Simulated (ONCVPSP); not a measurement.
## Before and after: ONCV potential for gallium

gallium, optimised norm-conserving Vanderbilt (ONCV), made with ONCVPSP 4.0.1 (PBEsol, scalar-relativistic). Core [Ar] 3d10, reference 4s2 (charge +1). Waves: 4s: rc 2.05 bohr, ncon 3, nbas 7, qcut 3.2 1/bohr, 2 projectors, debl 2.5 Ha; p scattering state at 0.31 Ha: rc 1.60 bohr, ncon 3, nbas 7, qcut 4.9 1/bohr, 2 projectors, debl 3.9 Ha; d scattering state at 0.23 Ha: rc 1.85 bohr, ncon 4, nbas 7, qcut 5.9 1/bohr, 2 projectors, debl 1.5 Ha. Local part: polynomial inside 1.15 bohr (lpopt 5, dvloc0 -1 Ha). Core correction: Teter function, fcfact 3.5, rcfact 1.

In the p channel the program set the typed energies aside and used 0.050, 3.950 Ha.

All-electron outer shells of the reference configuration (PBEsol, scalar-relativistic, ld1.x):

```json
{"shell": "3d", "level (eV)": "-27.46", "outermost node (bohr)": "–", "outermost maximum (bohr)": "0.53"}
{"shell": "4s", "level (eV)": "-16.36", "outermost node (bohr)": "0.81", "outermost maximum (bohr)": "1.85"}
```

Change: core [Ne], valence charge 21; reference 3s2 3p6 3d10 4s2 4p1; waves now 3s+4s: rc 1.00 bohr, ncon 3, nbas 7, qcut 9.8 1/bohr, 2 projectors; 3p+4p: rc 1.30 bohr, ncon 4, nbas 9, qcut 10.7 1/bohr, 2 projectors; 3d: rc 1.20 bohr, ncon 5, nbas 10, qcut 15.8 1/bohr, 2 projectors, debl 3.2 Ha; f scattering state at 0.2 Ha: rc 1.00 bohr, ncon 5, nbas 9, qcut 10.6 1/bohr, 2 projectors, debl 0.4 Ha; local potential polynomial inside 0.70 bohr (lpopt 3, dvloc0 0 Ha).

Cutoffs: the cutoffs (Ha) at which the residual kinetic energy of the hardest occupied pseudo-wave falls to 1 and 0.1 mHa per electron; they do not see the model core or the augmentation charge, which bear on the density cutoff. Errors are all-electron minus pseudo energies relative to the spin-unpolarised reference configuration.

Problem. What does the change do?

Solution. The potential gets harder (6.1 Ha and 31 Ha → 90 Ha and 102 Ha); the bound ghost in d disappears; the lowest positive-energy flag moves from s at 30.4 eV to f at 299.8 eV; the number of tests with a reliable result goes from 4 to 3. The added semicore shells are compact, so their waves need more plane waves. Several settings change at once here, so the effects cannot be laid on one of them.

| quantity | base | changed |
| --- | --- | --- |
| cutoff, loose | 6.1 Ha | 90 Ha |
| cutoff, tight | 31 Ha | 102 Ha |
| bound ghosts | d | none |
| GHOST(+) flags under 300 eV | s at 30.4 eV, p at 161.9 eV | f at 299.8 eV |
| tests with a reliable result | 4 of 4 | 3 of 4 |
| rms error of d²Exc/dni dnj with the model core, mHa | 10.19 | 1.21 |

Base: The cutoffs count occupied waves only; projector 2 of the d channel, the hardest unoccupied one, needs 67 Ha at the loose tolerance. A true bound ghost makes a file unfit for plane-wave use even where its test errors are small: the radial tests pick states by their node count and pass the ghost by.
